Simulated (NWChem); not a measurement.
Species: BeHSeF; SMILES [F][Be][SeH]

```xyz
4

Be     0.0224     1.1349     0.0000
F      0.1160     2.5068     0.0000
Se    -0.1579    -0.9030     0.0000
H      1.3178    -1.0533     0.0000
```
Atoms are numbered in this order, from 1.

Coordinates come from a B3LYP/6-31G* (spherical d) optimisation.

Spin-orbit effects, on the heavy nuclei and on their neighbours, are missing.

Problem. Give the principal values of the shielding tensors (ppm) of Be1, F2, Se3 from LDA (Slater exchange, VWN5)/pcSseg-1, GIAO (NWChem), with their diamagnetic and paramagnetic parts as GIAO splits them.

Solution. 
```json
[
 {"atom": "Be1", "σ11": "57.7", "σ22": "63.3", "σ33": "160.7", "isotropic": "93.9", "diamagnetic": "146.0", "paramagnetic": "-52.1"},
 {"atom": "F2", "σ11": "168.0", "σ22": "216.3", "σ33": "463.9", "isotropic": "282.8", "diamagnetic": "472.0", "paramagnetic": "-189.3"},
 {"atom": "Se3", "σ11": "2181.1", "σ22": "2260.8", "σ33": "2601.2", "isotropic": "2347.7", "diamagnetic": "2999.7", "paramagnetic": "-652.0"}
]
```
